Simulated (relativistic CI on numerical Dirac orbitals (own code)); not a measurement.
Co3+ in a cubic cluster: 2p photoemission with charge transfer

Computed with a charge-transfer multiplet model of a cubic metal-ligand cluster with up to 2 ligand holes, Slater and spin-orbit integrals from Dirac-Coulomb-Breit ions, Slater integrals scaled by 0.7. The parameters are those of a tetrahedral site (10Dq negative, t2 hopping the larger). The ground state mixes d6 with configurations of k ligand holes L, whose averages lie at kΔ + k(k − 1)U_dd/2; a core hole lowers each added d electron by U_cd. 300 K, Lorentzian 0.6 eV and Gaussian 0.8 eV FWHM.

Atomic integrals in eV (Slater integrals scaled, ζ unscaled), ground: F2dd 8.824, F4dd 5.512, zeta_d 0.071; with the core hole: F2dd 10.024, F4dd 6.297, zeta_d 0.102, zeta_core 9.658, F2cd 6.005, G1cd 4.623, G3cd 2.630.

Cluster parameters (eV): Δ = -0.7, U_dd = 5.7, 10Dq = -0.3, 10Dq(ligand) = 0, V(eg) = 1.38, V(t2g) = -2.34, final-state hopping factor = 1.

```
         Case   n_d    d6   d7L  d8L2     S
U_cd = 5.9 eV  6.71  0.39  0.52  0.09  1.99
U_cd = 6.5 eV  6.71  0.39  0.52  0.09  1.99
U_cd = 7.1 eV  6.71  0.39  0.52  0.09  1.99
```

Weights, n_d and S are thermal averages at 300 K. Binding energies count from the first peak over 30 % of the highest in each spectrum, which can be another peak from case to case. The parameters are a model scan and need not match a compound or its usual spin state. Peaks in eV (height, largest 100):
- U_cd = 5.9 eV: 0.0 (100), 9.4 (17), 15.8 (55), 24.6 (10)
- U_cd = 6.5 eV: 0.0 (100), 9.7 (20), 15.7 (56), 24.7 (11)
- U_cd = 7.1 eV: 0.0 (100), 9.9 (23), 15.7 (57), 24.8 (13), 26.6 (8)

Curve for U_cd = 5.9 eV (points under 2 left out, the grid thinned):

```csv
E (eV),Intensity
-3.4,2.1
-2.7,3.3
-2.0,5.9
-1.3,16.1
-0.6,65.4
0.1,98.6
0.9,72.0
1.6,54.1
2.3,37.9
3.0,26.9
3.7,19.4
4.4,14.3
5.1,12.8
5.8,11.5
6.5,9.0
7.2,9.0
7.9,10.9
8.7,14.4
9.4,16.9
10.1,13.7
10.8,8.3
11.5,7.0
12.2,7.7
12.9,8.5
13.6,9.3
14.3,13.8
15.0,36.3
15.7,54.7
16.5,45.4
17.2,28.3
17.9,15.1
18.6,8.7
19.3,5.8
20.0,4.6
20.7,3.5
21.4,2.9
22.1,2.9
22.8,3.4
23.5,5.8
24.3,9.4
25.0,8.8
25.7,6.0
26.4,5.2
27.1,4.4
27.8,2.1
```

For the case U_cd = 6.5 eV, Δ = -0.7 eV is smaller than U_dd = 5.7 eV, the charge-transfer side of the Zaanen-Sawatzky-Allen scheme (negative Δ: between configuration averages a ligand hole costs less than the nominal valence; multiplet and field energies can change this for the lowest states). With the core hole the configuration with one ligand hole lies at Δ − U_cd = -6.6, -7.2, -7.8 eV from the one without, in the order of the table; where this is negative the screened configuration lies lower.

With at most 2 ligand holes the space is cut while the next configuration still counts, so covalency is underestimated, and a final configuration with one more ligand hole, which can lie low, is missing from the spectra.
